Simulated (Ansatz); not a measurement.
Species: tribromo(methyl)silane, CH3Br3Si, net charge 0, singlet state. 
Coordinates optimised at B3LYP-D3(BJ)/def2-TZVP (Ansatz, a first-principles code):
SMILES: [Si](C)(Br)(Br)Br
```xyz
8

Si    -0.4860    -0.0033    -0.0631
C     -2.3213    -0.0159    -0.3014
Br     0.1717     1.9699     0.7219
Br     0.5409    -0.3813    -1.9983
Br     0.1101    -1.5830     1.3832
H     -2.8186     0.1701     0.6513
H     -2.6370    -0.9861    -0.6864
H     -2.6067     0.7610    -1.0116
```
Charge 0, spin multiplicity 1.

Basis-set convergence of Hartree-Fock and CCSD correlation energies (hartree) with Ansatz. Valence correlation only, unless marked. Spin-orbit coupling is left out. Frozen are the shells of the preceding noble gas and the d and f shells that filled before the atom's block. No relativistic terms.

| basis | functions | E(HF) | E(corr, CCSD) |
|---|---|---|---|
| def2-SVP | 143 | -8044.89426 | -0.64240 |
| def2-TZVPP | 259 | -8045.99320 | -0.82960 |
| def2-QZVPP | 484 | -8046.15180 | -0.89868 |

Extrapolating the two largest sets (X = 3 and 4) as X^-3: E(corr) = (64·(-0.89868) - 27·(-0.82960))/37 = -0.9491 Eh, an estimate of the basis-set limit. The largest set recovers 94.7 % of it, the smallest 67.7 %.
